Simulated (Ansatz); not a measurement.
Isolated molecules relaxed with PBE0-D4/def2-TZVP in Ansatz; ΔE leaves out vibrations. CCSD(T)/CBS is the MP2 limit (def2-TZVPP, def2-QZVPP) plus CCSD(T) − MP2 in def2-TZVPP, frozen cores. This one scheme is used for every species. Functionals use def2-TZVPP. HSE06 is defined as in plane-wave codes. One conformer a species, not always the lowest.

Reaction (ligand exchange at the Al–O bond): `SB[O][AlH][Cl]` + `[SiH3]N[SiH3]` → `[SiH3][N]([SiH3])[AlH][Cl]` + `OBS`

CCSD(T)/CBS gives +36.1 kJ/mol.

Question: Another level gave +41.5 kJ/mol. Which?
A. HF/def2-TZVPP
B. B97M-V/def2-TZVPP
C. CAM-B3LYP/def2-TZVPP
D. HSE06-D4/def2-TZVPP

Answer: B. B97M-V 41.5, HSE06-D4 32.6, CAM-B3LYP 51.5, HF/def2-TZVPP 61.2 kJ/mol.

Question: What do rigid-rotor, harmonic-oscillator terms from PBE0-D4/def2-TZVP frequencies (298.15 K, 1 bar) make of the CCSD(T)/CBS value? (Best estimate.)

Answer: The calculation gave: ΔZPE = +2.9 kJ/mol, ΔH = +37.5 kJ/mol, ΔS = -39 J/(mol·K), ΔG = +49.2 kJ/mol. Modes under 50 cm⁻¹ make the entropy rough.

Largest T1 diagnostic among the species: 0.013.

In def2-TZVPP, CCSD(T) changes the Hartree–Fock value by −26.0 kJ/mol (the triples alone add −4.6 kJ/mol) and MP2 by −27.1 kJ/mol. Leaving LDA and LC-ωPBE aside and taking each functional with its dispersion term where it has one, the values, not all of them listed here, spread over 17.0 kJ/mol, from revPBE-D4 to CAM-B3LYP-D4. LDA lies −7.0 kJ/mol from PBE without D4.
